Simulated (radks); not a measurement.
Results of a calculation; reference values are marked as such.
Question: Valence configurations of Pr3+ (all share [Xe]). Code: a radial shooting solver on a logarithmic mesh with Libxc functionals. Model: scalar-relativistic Kohn-Sham, PBE, spin-unpolarised, spherical densities, finite nucleus; Fermi nuclear charge, rms radius 4.8919 fm. Order these by energy: 6s2; 4f2; 4f1 6s1; 4f1.5 6p0.5; 4f1.5 5d0.5; 4f0.5 6p1.5; 4f1 5d1; 4f1 6p1; 5d2.

Answer: From the lowest, in eV above it: 4f2 0.000; 4f1.5 5d0.5 3.537; 4f1.5 6p0.5 7.635; 4f1 5d1 8.299; 4f1 6s1 12.390; 4f1 6p1 17.382; 5d2 21.883; 4f0.5 6p1.5 29.410; 6s2 32.975. NIST lists [Xe] 4f2 as the ground configuration; this level of theory agrees among the configurations tried. The energies are those of spherical spin-averaged densities, not of single terms.
